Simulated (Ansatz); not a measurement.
Predict a relaxed structure of PbF₂ (the lowest singlet isomer of a short search), charge 0, singlet, at PBE0-D4/def2-TZVP (Ansatz).


```csv
atom,x (Å),y (Å),z (Å)
Pb1,-0.065,-0.068,0.902
F2,1.392,-0.638,-0.404
F3,-1.328,0.706,-0.498
```
Point group C2v (tolerance 0.1 Å). This is one stationary point.

In the def2 sets Pb takes a core potential; there is no spin–orbit coupling. The structure comes from a short search, and lower isomers may exist.
